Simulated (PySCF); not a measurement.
## Property card for CF3SO3SiMe3, `C[Si](C)(C)OS(=O)(=O)C(F)(F)F`

Species: CF3SO3SiMe3, C4H9F3O3SSi.
Bonds: C1–Si2, Si2–C3, Si2–C4, Si2–O5, O5–S6, S6–O7 (double), S6–O8 (double), S6–C9, C9–F10, C9–F11, C9–F12. Hydrogens: H13, H14, H15 on C1; H16, H17, H18 on C3; H19, H20, H21 on C4.

Some functional groups and rings: CF3 group, C–F bond and C–Si bond.

PBE0-D3(BJ)/def2-SVP geometry optimisation, gas phase (PySCF):

```
Point group                  : C1
Rotational constants A, B, C : 1.196, 0.513, 0.473 GHz
```

**PBE0/def2-SVPD ground state and vertical TDDFT (core frozen in the response) (PySCF)**

```
Dipole moment                                                     : 4.53 D
HOMO energy                                                       : -9.05 eV
LUMO energy                                                       : 0.13 eV
HOMO–LUMO gap                                                     : 9.18 eV
Lowest singlet excitation                                         : 8.10 eV (153 nm, f = 0.040)
Strongest line among the 10 lowest singlet transitions            : S3 at 8.24 eV (151 nm, f = 0.054)
Lowest triplet excitation (Tamm–Dancoff)                          : 7.72 eV
Static isotropic polarisability                                   : 104.6 au
Electronic spatial extent ⟨r²⟩ about the centre of nuclear charge : 2564 bohr²
```

From B97-2/pcSseg-1 ground state and GIAO shieldings, non-relativistic (PySCF):

```
13C chemical shifts (computed TMS as zero) by class         : 123.6 (C9), 0.5 (C1/C3/C4) ppm
1H chemical shifts (computed TMS as zero) by class          : 0.50 (H13/H14/H15/H16/H17/H18/H19/H20/H21) ppm
Isotropic shieldings of nuclei other than C and H, by class : 101 (O7/O8), 128 (O5), 267 (F10/F11/F12), 310 (Si2), 194 (S6) ppm
```

Monoisotopic mass from the formula: 221.9994 u.

The vertical singlet–triplet gap S1 − T1 is 0.38 eV (TDDFT singlet less Tamm–Dancoff triplet; S1: HOMO→LUMO, weight 0.88; T1: HOMO→LUMO+1, weight 0.66). The largest Löwdin shares of the HOMO are 0.24 on C1, 0.14 on Si2, 0.14 on O5 and 0.10 on C3. The principal polarisabilities are 98.4, 102.5 and 112.8 au; their mean is the isotropic value. In wavenumbers S1 is 65300 cm⁻¹ (1 eV = 8065.54 cm⁻¹). S1 lies 1.08 eV below the HOMO–LUMO gap; its leading configuration is HOMO→LUMO, weight 0.88. The rotational constants make it an asymmetric top with κ = (2B − A − C)/(A − C) = -0.89, nearer the prolate limit (−1). The polarisability is 15.49 Å³ as a volume (1 au = 0.148185 Å³), or 0.92 au for each of the 114 electrons. The dipole equals about 15.1 × 10⁻³⁰ C·m (1 D = 3.33564 × 10⁻³⁰ C·m).

 NMR classes are plain means over equivalent atoms (diastereotopic ones count apart unless rotation or inversion swaps them), as if these changed places fast; in this geometry the members of some classes differ.

Shape of the structure used: `[CH3:1][Si:2]([CH3:3])([CH3:4])[O:5][S:6](=[O:7])(=[O:8])[C:9]([F:10])([F:11])[F:12]`: C1–Si2–O5–S6 -63°, Si2–O5–S6–O7 4°, O5–S6–C9–F10 -60°.

One conformer stands for the species.
